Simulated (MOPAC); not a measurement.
Job for MOPAC: PM6 on AsH, 2S+1 = 3, a point of a bond scan (R = 1.689 Å).

```
PM6 1SCF PRECISE CHARGE=0 UHF MS=1 THREADS=1
AsH

As    -0.00000000 1    -0.00000000 1    -0.04516336 1
H      0.00000000 1     0.00000000 1     1.64394626 1
```

Output:

```
*******************************************************************************
 **                                                                           **
 **                              MOPAC v23.2.5                                **
 **                                                                           **
 *******************************************************************************
 ** MOPAC's Digital Object Identifier: https://doi.org/10.5281/zenodo.6511958 **
 **                                                                           **
 ** Please cite the open-source release paper for use of this MOPAC version:  **
 ** J. E. Moussa and J. J. P. Stewart (2026)                                  **
 ** MOPAC: An open-source semiempirical molecular orbital program             **
 ** J. Open Source Softw., 11(119), 8025, https://doi.org/10.21105/joss.08025 **
 *******************************************************************************

                              PM6 CALCULATION RESULTS

 *******************************************************************************
 *  PM6        - The PM6 Hamiltonian to be used
 *  UHF        - UNRESTRICTED HARTREE-FOCK CALCULATION
 *
 *
 *
 *                 CHARGE ON SYSTEM = 0
 *
 *
 *
 *  MS=        - IN MECI, MAGNETIC COMPONENT OF SPIN =  1.0
 *  PRECISE    - TIGHTER CRITERIA TO BE USED
 *  1SCF       - DO 1 SCF AND THEN STOP
 *  THREADS=1  - MULTI-THREADING NOT USED
 *  T=         - A TIME OF 172800.0 SECONDS REQUESTED
 *  DUMP=N     - RESTART FILE WRITTEN EVERY 7200.0 SECONDS REQUESTED
 *******************************************************************************
PM6 1SCF PRECISE CHARGE=0 UHF MS=1 THREADS=1
 AsH

   ATOM   CHEMICAL          X               Y               Z
  NUMBER   SYMBOL      (ANGSTROMS)     (ANGSTROMS)     (ANGSTROMS)

     1      As         -0.00000000  *  -0.00000000  *  -0.04516336  *
     2       H          0.00000000  *   0.00000000  *   1.64394626  *



          CARTESIAN COORDINATES

    NO.       ATOM           X           Y           Z

     1        As         -0.0000     -0.0000     -0.0452
     2         H          0.0000      0.0000      1.6439

 General Reference for PM6:
 "Optimization of Parameters for Semiempirical Methods V: Modification of NDDO Approximations
 and Application to 70 Elements", J. J. P. Stewart, J. Mol. Mod., 13, 1173-1213 (2007)
 URL: https://link.springer.com/article/10.1007/s00894-007-0233-4

           Empirical Formula: H As  =     2 atoms



      MOLECULAR POINT GROUP   :   C*v


          UHF CALCULATION, NO. OF ALPHA ELECTRONS =    4
                           NO. OF BETA  ELECTRONS =    2

 -------------------------------------------------------------------------------
 PM6 1SCF PRECISE CHARGE=0 UHF MS=1 THREADS=1
 AsH



     1SCF WAS SPECIFIED, SO BFGS WAS NOT USED
     SCF FIELD WAS ACHIEVED


                              PM6 CALCULATION
                                                       MOPAC v23.2.5 Linux




          FINAL HEAT OF FORMATION =         59.62747 KCAL/MOL =     249.48133 KJ/MOL


          COSMO AREA              =         64.88 SQUARE ANGSTROMS
          COSMO VOLUME            =         48.27 CUBIC ANGSTROMS

          IONIZATION POTENTIAL    =          9.190322 EV
          ALPHA SOMO LUMO (EV)    =         -9.190  2.901
          BETA  SOMO LUMO (EV)    =        -10.574  0.524
          NO. OF ALPHA ELECTRONS  =          4
          NO. OF BETA  ELECTRONS  =          2
          MOLECULAR WEIGHT        =         75.9295         POINT GROUP:  C*v

          MOLECULAR DIMENSIONS (Angstroms)

            Atom       Atom       Distance
            H     2   As     1     1.68911
            H     2   As     1     0.00000
           As     1    H     2     0.00000


          SCF CALCULATIONS        =          1





   ATOM   CHEMICAL          X               Y               Z
  NUMBER   SYMBOL      (ANGSTROMS)     (ANGSTROMS)     (ANGSTROMS)

     1      As         -0.00000000  *  -0.00000000  *  -0.04516336  *
     2       H          0.00000000  *   0.00000000  *   1.64394626  *

                             CARTESIAN COORDINATES

   1   As       -0.000000000    -0.000000000    -0.045163360
   2    H        0.000000000     0.000000000     1.643946260


           Empirical Formula: H As  =     2 atoms



      MOLECULAR POINT GROUP   :   C*v


          ALPHA EIGENVALUES
 -14.57436 -10.89135  -9.19032  -9.19032   2.90147  51.77048  51.77048  53.12574
  53.12574  53.68292


           BETA EIGENVALUES
 -14.29270 -10.57393   0.52402   0.52402   2.98617  56.63135  56.96315  56.96315
  58.23641  58.23641


              NET ATOMIC CHARGES AND DIPOLE CONTRIBUTIONS

  ATOM NO.   TYPE          CHARGE      No. of ELECS.   s-Pop       p-Pop       d-Pop
    1         As           0.002328        4.9977     1.93478     3.05943     0.00347
    2          H          -0.002328        1.0023     1.00233
 DIPOLE           X         Y         Z       TOTAL
 POINT-CHG.     0.000     0.000    -0.019     0.019
 HYBRID         0.000     0.000     0.585     0.585
 SUM            0.000     0.000     0.566     0.566


          ATOMIC ORBITAL ELECTRON POPULATIONS

     Atom    s        px        py        pz      x^2-y^2     xz        z^2       yz        xy
    1 As   1.93478   0.99993   0.99993   1.05956   0.00000   0.00007   0.00333   0.00007   0.00000
    2  H   1.00233


                    (SZ)    =    1.000000
                    (S**2)  =    2.005832


          ATOMIC ORBITAL SPIN POPULATIONS

    Atom   Total    s     px     py     pz   x^2-y^2  xz     z^2    yz     xy
         Atomic
    1 As  2.0659  0.003  1.000  1.000  0.063  0.000  0.000  0.000  0.000  0.000
    2  H -0.0659 -0.066

 **********************
 *                    *
 * JOB ENDED NORMALLY *
 *                    *
 **********************




 == MOPAC DONE ==
```

The run finished.

Cost: roughly 0.020 core-seconds.
